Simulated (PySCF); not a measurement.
Compound: InCl2Et, C2H5Cl2In.
Bonds: In1–Cl2, In1–Cl3, In1–C4, C4–C5. Hydrogens: H6, H7 on C4; H8, H9, H10 on C5.

Theory: PBE0-D3(BJ)/def2-SVP geometry optimisation, gas phase, def2 core potentials past Kr in PySCF 2.14.0.

(1) What internal coordinates does the optimisation give?

Answers

(1) 
| bond | length (Å) |
| --- | --- |
| In1–Cl2, In1–Cl3 | 2.350 |
| In1–C4 | 2.157 |
| C4–C5 | 1.523 |
| C4–H6, C4–H7 | 1.100 |
| C5–H8, C5–H9, C5–H10 | 1.101 |

Bonds in one row agree within 0.01 Å and their mean is given. A selection of angles:
| angle | degrees |
| --- | --- |
| Cl2–In1–Cl3 | 110.0 |
| Cl2–In1–C4 | 124.4 |
| Cl3–In1–C4 | 125.6 |
| In1–C4–C5 | 113.9 |
| In1–C4–H6 | 105.8 |
| C5–C4–H6 | 111.9 |
| H6–C4–H7 | 107.9 |
| C4–C5–H8 | 110.3 |
| C4–C5–H9 | 112.2 |
| H8–C5–H9 | 107.0 |

Torsions: Cl2–In1–C4–C5 -87° (synclinal). The mirror-image conformer, all signs reversed, is as good.

In1 (indium bonded to C and 2 Cl) is planar (angles 125.6°, 124.4° and 110.0°, sum 360.0°, 0.00 Å off the plane of its three neighbours).

Point group: near Cs, missed by 0.13 Å at most; the miss may be what the optimiser left on a soft mode. Whether it is a minimum is left open (no frequencies). One conformer, not necessarily the lowest.
